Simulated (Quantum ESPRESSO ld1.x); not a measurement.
The numbers below are computed, except where a source is named.
Problem. Ta XLI, configuration [Ar] 3d10 4s2 4p3. Level of theory: scalar-relativistic Kohn-Sham, LDA (Slater exchange, Perdew-Zunger correlation), spin-polarised, spherical densities, point nucleus; open shells are filled with parallel spins first (ld1.x of Quantum ESPRESSO 7.5). Some entries of the table are withheld. Estimate them.

orbital  occ.  eigenvalue (hartree)  <r^2> (bohr^2)  <r> (bohr)
1s up       1              -2541.82       0.0004791     0.01867
1s down     1              -2541.70       0.0004791     0.01867
2s up       1              -492.494        0.007363     0.07890
2s down     1              -492.423        0.007362     0.07890
2p up       3              -440.199        0.006066     0.07048
2p down     3              -440.102        0.006067     0.07048
3s up       1              -161.980         0.04664      0.2021
3s down     1              -161.869         0.04659      0.2020
3p up       3              -146.376         0.04690         (1)
3p down     3              -146.254         0.04683         (2)
3d up       5              -128.676         0.03836      0.1814
3d down     5              -128.565         0.03829      0.1813
4s up       1              -76.4201          0.1854      0.4063
4s down     1              -75.9510          0.1854      0.4062
4p up       3              -70.5483          0.1962      0.4166
4p down     0              -70.0806          0.1964      0.4167

Solution. 
(1) 3p up <r> (bohr): 0.2013
(2) 3p down <r> (bohr): 0.2012
